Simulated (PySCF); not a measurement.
Polarisability and C₆ of Tl(2+) (thallium, charge +2)

[Xe] 4f14 5d10 6s1, 2S determinant. Calculation: PySCF 2.14, in aug-cc-pwCVTZ-DK3 with one added diffuse shell each of s, d, f type (12s10p9d6f1g, 138 functions); scalar relativity by spin-free X2C-1e. Coupled (time-dependent) response in atomic units; α is the mean over directions.

```
method  mean α (bohr³)  C₆ (like pair)  S(−4)
   UHF           14.58           89.02  101.7
```

S(−4) is the Cauchy moment in α(ω) = α(0) + S(−4) ω² + …

α(iu) at UHF:

| u (hartree) | α(iu) (bohr³) |
| --- | --- |
| 0 | 14.58 |
| 0.0500 | 14.34 |
| 0.100 | 13.66 |
| 0.200 | 11.71 |
| 0.300 | 9.817 |
| 0.500 | 7.217 |
| 0.750 | 5.409 |
| 1.00 | 4.311 |
| 1.50 | 2.988 |
| 2.00 | 2.200 |
| 3.00 | 1.325 |
| 5.00 | 0.6189 |

For an ion, C₆ is the dispersion term alone; charge-induced terms of lower order in 1/R come first.

Spin-orbit coupling, which splits the p, d and f shells strongly at this Z, is absent.
